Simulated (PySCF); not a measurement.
# C₆ coefficients of unlike pairs at PBE

Calculated with PySCF 2.14 from the dipole response of each species, C₆(A,B) = (3/π) ∫ α_A(iu) α_B(iu) du, in atomic units, from isotropic polarisabilities. For ions this is the dispersion term alone; charge-induced terms of lower order in 1/R come first.

| species | configuration | basis | relativity | α (bohr³) | C₆ (like pair) |
| --- | --- | --- | --- | --- | --- |
| Al⁺ | [Ne] 3s2 (1S) | aug-cc-pV(5+d)Z (8s7p6d4f3g2h) | none | 24.34 | 123.7 |
| In⁺ | [Kr] 4d10 5s2 (1S) | aug-cc-pwCVTZ-PP with ECP28MDF (8s7p6d4f1g) | core potential | 23.46 | 161.2 |
| P⁺ | [Ne] 3s2 3p2 (3P) | dyall-acv3z (19s12p6d4f) | spin-free X2C | 14.43 | 74.43 |
| I²⁺ | [Kr] 4d10 5s2 5p3 (4S) | def2-QZVPPD with the def2 core potential (28 electrons) (8s7p5d4f1g) | core potential | 13.74 | 95.82 |

(1) Estimate C₆ for I²⁺ with Al⁺.

No spin-orbit coupling is included.

The other pairs:

```tsv
pair	C₆
P⁺, In⁺	108.8
P⁺, Al⁺	92.71
I²⁺, P⁺	82.87
I²⁺, In⁺	121.7
In⁺, Al⁺	137.3
```

Answers

(1) The integral gives 99.00. The combination rule 2 C_A C_B / (C_A α_B/α_A + C_B α_A/α_B) gives 98.93 and the geometric mean 108.9.
